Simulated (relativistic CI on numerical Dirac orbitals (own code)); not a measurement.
# Ir³⁺: L2,3 absorption edge

Computed with this model: Dirac-Coulomb-Breit CI, separate exchange-only KLI orbitals for each configuration, QED by a radiative potential, valence Slater integrals scaled by 0.8, multiplet model of core-to-valence dipole absorption; configurations [Xe] 4f14 5d6 → [He] 2s2 2p5 3s2 3p6 3d10 4s2 4p6 4d10 4f14 5s2 5p6 5d7; 300 K; Lorentzian 5 eV and Gaussian 1 eV FWHM. Energies are those of the free ion, without screening or charge transfer. The branching ratio is the share of the lower-energy edge in the whole absorption, uncertain by about 0.02 where the edges overlap. S is read from ⟨S²⟩ = S(S + 1).

Field parameters in Wybourne normalisation: Oh B⁴₀ = 21Dq, B⁴₄ = √(5/14) B⁴₀. The field is a parameter set, without covalency.

free ion: ground-state S = 1.85, centroid 11370.89 eV, branching ratio 0.903. Peaks (eV, height): 11214.5 (100), 12824.5 (11).

Oh, 10Dq = 24650 cm⁻¹: ground-state S = 0.31, centroid 11446.32 eV, branching ratio 0.856. Peaks (eV, height): 11215.0 (100), 12825.5 (17).

Oh, 10Dq = 33450 cm⁻¹: ground-state S = 0.18, centroid 11504.56 eV, branching ratio 0.821. Peaks (eV, height): 11216.0 (100), 12826.0 (22).

Oh, 10Dq = 42300 cm⁻¹: ground-state S = 0.12, centroid 11541.43 eV, branching ratio 0.798. Peaks (eV, height): 11216.5 (100), 12827.0 (25).

The statistical ratio of this edge is 2/3 = 0.667. Values above it arise where the holes sit mainly in the j = l + 1/2 valence subshell or the ground state has high spin; values below it where core-valence Coulomb terms move weight to the upper edge, as in nearly empty shells. At deep edges of heavy elements the radial integrals of the two core levels differ, which raises the baseline.

Strongest unbroadened transitions for Oh, 10Dq = 33450 cm⁻¹:

```
Energy (eV)  Relative strength
   11215.41                2.3
   11215.76              100.0
   11217.62                0.1
   11217.94                0.0
   11218.54                0.3
   11218.83                0.2
   11219.10                0.1
   11219.91                0.2
   11221.42                0.2
   11221.96                0.0
   11222.04                0.1
   11222.09                0.0
   12826.15               22.2
   12828.31                0.0
   12829.15                0.1
   12830.81                0.0
   12832.59                0.1
   12832.60                0.1
```
